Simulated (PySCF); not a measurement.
prop-1-ynylcyclopropane (C6H8), SMILES C1(CC1)C#CC. Coordinates come from a PBE-D3(BJ)/def2-SVP optimisation.

Computed equilibrium geometry at PBE-D3(BJ)/def2-SVP (PySCF confirms it by a frequency run) as Cartesian coordinates in Å:
```xyz
14

C      2.9780    -0.3181     0.4341
C      1.5828    -0.1603     0.0445
C      0.4097    -0.0276    -0.2865
C     -0.9687     0.1284    -0.6768
C     -1.9332     0.9409     0.1818
C     -2.0825    -0.5529     0.1125
H      3.6378    -0.4009    -0.4554
H      3.1331    -1.2328     1.0450
H      3.3386     0.5457     1.0323
H     -1.1338     0.1955    -1.7667
H     -1.5262     1.3798     1.1052
H     -2.6662     1.5720    -0.3440
H     -1.7788    -1.1464     0.9878
H     -2.9209    -0.9757    -0.4623
```
Charge 0, spin multiplicity 1.
